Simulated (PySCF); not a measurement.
Two-component Hartree-Fock for Ar⁺ (argon, charge +1)

Start: [Ne] 3s2 3p5; 3p1/2 filled at m_j = -1/2, +1/2; 3p3/2 filled at m_j = -1/2, +1/2, +3/2. Calculated with PySCF 2.14 in x2c-TZVPall-2c: generalised Hartree-Fock with the X2C-1e Hamiltonian and a Gaussian nucleus; one run each with spin-orbit coupling (SO) switched off, then screened by Boettger's factors.

| spinor shell | electrons | ε, spin-free (eV) | ε, screened SO (eV) | weight of nominal j (screened SO) | rms radius, screened SO (bohr) |
| --- | --- | --- | --- | --- | --- |
| 1s1/2 | 2 | -3254.7 | -3254.7 | 1.000 | 0.0991 |
| 2s1/2 | 2 | -351.67 | -351.65 | 1.000 | 0.446 |
| 2p1/2 | 2 | -274.49 | -276.25 | 0.993 | 0.415 |
| 3s1/2 | 2 | -46.882 | -46.874 | 0.999 | 1.48 |
| 3p1/2 | 2 | -28.490 | -28.511 | 0.637 | 1.70 |
| 3p3/2 | 3 | -28.490 | -28.488 | 0.758 | 1.70 |

Task: Where does 2p3/2 lie, and what is the 2p spin-orbit splitting (screened SO)?

Result: At -273.59 eV, 2.661 eV above 2p1/2.

| quantity | spin-free | screened SO |
| --- | --- | --- |
| E (hartree) | -528.07373 | -528.07758 |
| M_J | 3/2 | 3/2 |
| ⟨J²⟩ | 3.761 | 3.761 |
| ⟨L²⟩ | 2.008 | 2.008 |
| ⟨S²⟩ | 0.753 | 0.753 |

Each row is a mean over spinors that exchange with the open shell spreads, by up to 3.841 eV (3s1/2).

Rows whose weight is well below 1 are mixtures of j = l ± 1/2: exchange outweighs spin-orbit coupling there, and the label is only the starting occupation.

Without spin-orbit coupling the j labels of p, d and f shells carry no meaning; the spin-free column gives the mean over the occupied spinors of each nl shell.
